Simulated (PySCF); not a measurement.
Ge(H)2(Et)(Vi), SMILES C=[CH][GeH2][CH2]C at its GFN2-xTB optimised geometry (Å):

```
15

Ge    -0.5432    -0.7227     0.0000
C     -1.1973    -1.5831    -1.6259
C     -2.0177    -1.0144    -2.4935
C     -1.1928    -1.6420     1.6346
C     -0.6675    -1.0113     2.9167
H     -0.9652     0.7227     0.0000
H      0.9652    -0.7227     0.0000
H     -0.8686    -2.6003    -1.8033
H     -2.3737    -1.5203    -3.3791
H     -2.3684    -0.0038    -2.3524
H     -0.8939    -2.6913     1.5908
H     -2.2844    -1.6271     1.6351
H     -0.9792     0.0293     2.9864
H     -1.0418    -1.5407     3.7920
H      0.4205    -1.0389     2.9383
```

Computed with PySCF 2.14.0 with PBE0/def2-TZVP. Cells within 0.4 Å of a nucleus heavier than hydrogen are left out (blank, or x).

Map of the deformation density (molecule minus spherical neutral atoms) (e/bohr³) on the plane z = 0.0 Å:

```
|11111111111111111111111111111|
|11111111111111111111111111111|
|11111111111111111111111111111|
|11111111111111111111111111111|
|11111111111111111111111111111|
|11111111111111111111111111111|
|11111111111111111111111111111|
|11111111111111111111111111111|
|11111111111111111111111111111|
|11111111112211111111111111111|
|11111111255422111111111111111|
|11111112489642111111111111111|
|11111123589742111111111111111|
|11111112467642111111111111111|
|11111112344321122221111111111|
|11111111221001123432111111111|
|11111100110xx0135663111111111|
|1111100011xxxx047896211111111|
|1111100011xxxx046895211111111|
|11111000110xx0135653111111111|
|11111111111111123332111111111|
|11111111111100112221111111111|
|11111111111000011111111111111|
|11111111111000011111111111111|
|11111111111000111111111111111|
|11111111111111111111111111111|
|11111111111111111111111111111|
|11111111111111111111111111111|
|11111111111111111111111111111|
```
Scale: ten equal steps from -0.016 (start of '0') to 0.074 (end of '9'), in the order '0123456789'; x runs from -3.00 to 3.00, y from -3.00 (bottom) to 3.00 (top).
